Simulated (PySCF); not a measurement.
Stepwise substitution at one centre (In SH-H). All species are isolated molecules in the gas phase. One relaxed conformer stands for each flexible species; it need not be the lowest. Strings in code marks are SMILES.

The numbers are results of PySCF 2.14.0 with CAM-B3LYP-D3(BJ)/def2-TZVP, not measurements. Delta-SCF ions had no search for a lower state. Excitations are Tamm–Dancoff values on a coarser integration grid. The basis has no diffuse functions, so Rydberg states are missing or too high.

| species | vertical ionisation energy (Delta-SCF) (eV) | T1 excitation (TDA) (eV) | HOMO–LUMO gap (eV) |
|---|---|---|---|
| 0 of 3 SH replaced by H (`[SH][In]([SH])[SH]`) | 9.71 | 4.45 | 8.12 |
| 1 of 3 SH replaced by H | 9.54 | 4.65 | 8.07 |
| 2 of 3 SH replaced by H (`[SH][InH2]`) | 9.65 | 4.35 | 7.82 |
| 3 of 3 SH replaced by H | 10.71 | – | 8.43 |
